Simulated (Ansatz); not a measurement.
Reaction (redistribution): `[OH][Al]([SH])[O][SiH3]` + `[F][SnH3]` → `[F][Al]([SH])[O][SiH3]` + `[OH][SnH3]`

Program: Ansatz. Geometries: PBE0-D4/def2-TZVP. ΔE: electronic, gas phase. CCSD(T)/CBS is the MP2 limit (def2-TZVPP, def2-QZVPP) plus CCSD(T) − MP2 in def2-TZVPP, frozen cores. Functionals use def2-TZVPP. B3LYP here is the variant with VWN-RPA as its local correlation; programs differ in this. HSE06 is defined as in plane-wave codes. def2 core potentials past Kr. For Sn outer-core shells are correlated without core-valence functions, which leaves a few kJ/mol of doubt a bond. Each species was taken in one conformer, which may not be the lowest.

```tsv
level	ΔE (kcal/mol)	difference from CCSD(T)/CBS
LDA (SPW92)	-1.2	1.1
PBE-D4	-1.1	1.2
revPBE-D4	-1.1	1.2
BLYP-D4	-0.9	1.4
r2SCAN-D4	-0.9	1.4
B97M-V	-0.9	1.4
PBE0-D4	-1.2	1.1
B3LYP-D4	-0.9	1.4
r2SCANh-D4	-0.9	1.4
r2SCAN0-D4	-1.0	1.3
HSE06-D4	-1.2	1.1
CAM-B3LYP-D4	-0.7	1.6
ωB97X-V	-0.9	1.4
ωB97M-V	-1.1	1.2
B2PLYP	-1.6	0.7
PBE-QIDH	-1.9	0.4
PBE	-1.2	1.1
revPBE	-1.2	1.1
BLYP	-1.0	1.3
r2SCAN	-0.9	1.4
PBE0	-1.2	1.1
B3LYP	-1.0	1.3
r2SCANh	-1.0	1.3
HSE06	-1.2	1.1
BHLYP	-1.0	1.3
CAM-B3LYP	-0.8	1.5
LC-ωPBE	-0.7	1.6
RPA@PBE/def2-TZVPP	-2.6	-0.3
HF/def2-SVP	-0.1	2.2
MP2/def2-SVP	-1.8	0.5
HF/def2-TZVPP	-0.8	1.5
MP2/def2-TZVPP	-2.9	-0.6
SCS-MP2/def2-TZVPP	-2.5	-0.2
CCSD/def2-TZVPP	-2.4	-0.1
CCSD(T)/def2-TZVPP	-2.5	-0.2
HF/def2-QZVPP	-0.8	1.5
MP2/def2-QZVPP	-2.8	-0.5
SCS-MP2/def2-QZVPP	-2.4	-0.1
HF/CBS(def2)	-0.8	1.5
CCSD/CBS(def2)	-2.2	0.1
CCSD(T)/CBS	-2.3	0
```

Largest T1 diagnostic among the species: 0.014.

In def2-TZVPP, CCSD(T) changes the Hartree–Fock value by −1.7 kcal/mol (the triples alone add −0.1 kcal/mol) and MP2 by −2.1 kcal/mol. Leaving LDA and LC-ωPBE aside and taking each functional with its dispersion term where it has one, the values spread over 1.1 kcal/mol, from PBE-QIDH to CAM-B3LYP-D4.
